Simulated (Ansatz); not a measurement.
`CB(O)[SiH2][AlH2]`, 13 atoms. The species carries charge 0 and has multiplicity 1. All runs use 4 threads of an Arm Neoverse V1 on a shared host. Correlated methods freeze the cores.

(1) How many basis functions does each run have, and how long does it take in Ansatz? RKS ωB97M-V/def2-SVP energy; RKS BHLYP-D4/def2-TZVPP energy; RKS PBE0-D4/def2-SVP energy; RKS PBE0-D4/def2-QZVPP energy; RKS PBE0-D4/def2-TZVP relaxation (24 steps); RHF-CCSD(T)/def2-TZVPP energy; RKS r2SCANh-D4/def2-TZVPP energy; RKS LC-ωPBE/def2-TZVPP energy; RHF-MP2/def2-QZVPP energy; RKS PBE0-D4/def2-TZVP frequencies; RKS B3LYP-D4/def2-TZVPP energy and forces; RHF-CCSD(T)/def2-SVP energy. (Estimate.)

Answers

(1) Ansatz gave: Other jobs shared the machine, so times are rough.

```
                    level                    job  functions  wall time  peak host memory (GiB)
     RKS PBE0-D4/def2-SVP                 energy        118      1.3 s                    0.28
   RKS LC-ωPBE/def2-TZVPP                 energy        289      3.4 s                    0.61
  RKS BHLYP-D4/def2-TZVPP                 energy        289        4 s                    0.81
     RKS ωB97M-V/def2-SVP                 energy        118      5.5 s                     0.4
     RHF-CCSD(T)/def2-SVP                 energy        118        6 s                    0.59
RKS r2SCANh-D4/def2-TZVPP                 energy        289        6 s                    0.81
  RKS B3LYP-D4/def2-TZVPP      energy and forces        289        6 s                     0.9
   RKS PBE0-D4/def2-QZVPP                 energy        551       11 s                     2.3
       RHF-MP2/def2-QZVPP                 energy        551       30 s                       4
    RKS PBE0-D4/def2-TZVP  relaxation (24 steps)        215       94 s                    0.63
   RHF-CCSD(T)/def2-TZVPP                 energy        289    3.1 min                     8.5
    RKS PBE0-D4/def2-TZVP            frequencies        215    3.4 min                    0.66
```

B3LYP here is the variant with VWN-RPA as its local correlation; programs differ in this. LC-ωPBE has ω = 0.4 bohr⁻¹.
